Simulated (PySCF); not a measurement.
Ligands exchanged one at a time, B OH-H. Gas-phase values, no solvent. One relaxed conformer stands for each flexible species; it need not be the lowest. Strings in code marks are SMILES.

Calculation: PySCF with B3LYP-D3(BJ)/def2-TZVP. B3LYP has the VWN-RPA correlation part, as in Gaussian. Delta-SCF ions had no search for a lower state. 

```tsv
species	HOMO (eV)	vertical ionisation energy (Delta-SCF) (eV)
0 of 3 OH replaced by H	-9.03	?
1 of 3 OH replaced by H	-8.93	11.86
2 of 3 OH replaced by H (`BO`)	-8.69	11.81
3 of 3 OH replaced by H	?	13.14
```

**Question.** What belongs in the gaps?

**Answer.** 
- 0 of 3 OH replaced by H, vertical ionisation energy (Delta-SCF) (eV): 11.90
- 3 of 3 OH replaced by H, HOMO (eV): -9.75
